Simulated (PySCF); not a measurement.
Geometries of 6 isomers of C6H8O2, from PBE0-D3(BJ)/def2-SVP geometry optimisation, gas phase (PySCF). One conformer each, no zero-point energy, no frequencies.

Question: Which isomer lies lowest at this level?
A.
```xyz
16
angstrom
O     -0.484    2.630   -0.364
C     -0.275    1.452   -0.222
C      1.057    0.918    0.270
C      1.346   -0.499   -0.214
C      0.248   -1.482    0.145
O      0.460   -2.658    0.301
C     -1.136   -0.877    0.295
C     -1.322    0.396   -0.523
H      1.842    1.633   -0.013
H      1.012    0.936    1.375
H      1.427   -0.510   -1.317
H      2.300   -0.892    0.165
H     -1.878   -1.651    0.053
H     -1.264   -0.656    1.370
H     -2.315    0.847   -0.389
H     -1.233    0.167   -1.601
```
B.
```xyz
16
angstrom
C     -3.789   -1.751    0.478
C     -2.695   -1.082    0.870
C     -1.527   -0.859    0.043
C     -0.455   -0.183    0.478
O      0.622    0.001   -0.338
C      1.688    0.695    0.144
C      2.764    0.781   -0.892
O      1.727    1.153    1.250
H     -3.866   -2.184   -0.524
H     -4.642   -1.888    1.147
H     -2.661   -0.664    1.883
H     -1.519   -1.259   -0.977
H     -0.359    0.256    1.474
H      3.119   -0.231   -1.141
H      2.362    1.220   -1.816
H      3.593    1.386   -0.510
```
C.
```xyz
16
angstrom
C     -3.136   -0.062   -0.181
C     -1.954   -0.661   -0.070
O     -0.790    0.030   -0.196
C      0.374   -0.611   -0.042
C      1.557    0.029   -0.111
C      1.706    1.494   -0.361
C      2.751   -0.800    0.078
O      3.886   -0.386    0.065
H     -4.049   -0.648   -0.078
H     -3.210    1.010   -0.376
H     -1.838   -1.733    0.126
H      0.312   -1.691    0.147
H      2.735    1.796   -0.127
H      1.001    2.080    0.247
H      1.512    1.740   -1.418
H      2.541   -1.889    0.248
```
D.
```xyz
16
angstrom
C     -1.762    0.280    0.682
C     -1.195   -0.947    0.003
O     -0.218   -0.621   -0.978
C      0.971   -0.199   -0.569
C      1.958    0.458   -1.249
C      3.032    0.592   -0.309
C      2.614    0.022    0.851
O      1.348   -0.467    0.692
H     -2.567   -0.011    1.374
H     -2.178    0.978   -0.060
H     -0.989    0.805    1.262
H     -0.763   -1.643    0.739
H     -1.974   -1.485   -0.555
H      1.911    0.792   -2.281
H      3.997    1.064   -0.481
H      3.055   -0.108    1.835
```
E.
```xyz
16
angstrom
C     -1.347    1.380    0.405
C     -1.176    0.081    0.149
C     -2.185   -0.782   -0.545
C      0.081   -0.631    0.540
C      1.114   -0.890   -0.572
C      1.986    0.012    0.281
O      3.085    0.454    0.252
O      1.037    0.201    1.239
H     -2.264    1.897    0.108
H     -0.578    1.955    0.926
H     -2.495   -1.623    0.099
H     -3.082   -0.211   -0.818
H     -1.768   -1.227   -1.464
H     -0.147   -1.523    1.149
H      0.871   -0.478   -1.561
H      1.494   -1.916   -0.671
```
F.
```xyz
16
angstrom
C      3.321    0.260    0.637
C      2.330   -0.169   -0.144
C      1.005    0.508   -0.273
C     -0.158   -0.441   -0.154
O     -0.093   -1.637   -0.113
O     -1.322    0.252   -0.120
C     -2.496   -0.448   -0.038
C     -3.662    0.189   -0.022
H      4.277   -0.266    0.684
H      3.214    1.154    1.260
H      2.462   -1.076   -0.744
H      0.876    1.316    0.464
H      0.903    0.992   -1.262
H     -2.371   -1.533    0.013
H     -4.588   -0.383    0.047
H     -3.715    1.278   -0.075
```

Answer: A. That is 1,4-cyclohexanedione, `O=C1CCC(=O)CC1`, 20.6 kcal/mol below the next.

```
              SMILES                                   atoms numbered as above      E (Eh)  relative (kcal/mol)  relative (kJ/mol)  dipole (D)
      O=C1CCC(=O)CC1    [O:1]=[C:2]1[CH2:3][CH2:4][C:5](=[O:6])[CH2:7][CH2:8]1  -383.20020                  0.0                0.0        0.03
C=C(C)[C@H]1CC(=O)O1  [CH2:1]=[C:2]([CH3:3])[C@H:4]1[CH2:5][C:6](=[O:7])[O:8]1  -383.16741                 20.6               86.1        4.31
     C=C/C=C/OC(C)=O    [CH2:1]=[CH:2]/[CH:3]=[CH:4]/[O:5][C:6]([CH3:7])=[O:8]  -383.16368                 22.9               95.9        1.76
          CCOc1ccco1         [CH3:1][CH2:2][O:3][c:4]1[cH:5][cH:6][cH:7][o:8]1  -383.16049                 24.9              104.3        1.32
       C=CCC(=O)OC=C     [CH2:1]=[CH:2][CH2:3][C:4](=[O:5])[O:6][CH:7]=[CH2:8]  -383.15053                 31.2              130.4        1.57
     C=CO/C=C(\C)C=O    [CH2:1]=[CH:2][O:3]/[CH:4]=[C:5](\[CH3:6])[CH:7]=[O:8]  -383.13360                 41.8              174.9        4.24
```

As drawn, the highest has a C=C bond outside aromatic rings, which the lowest lacks.
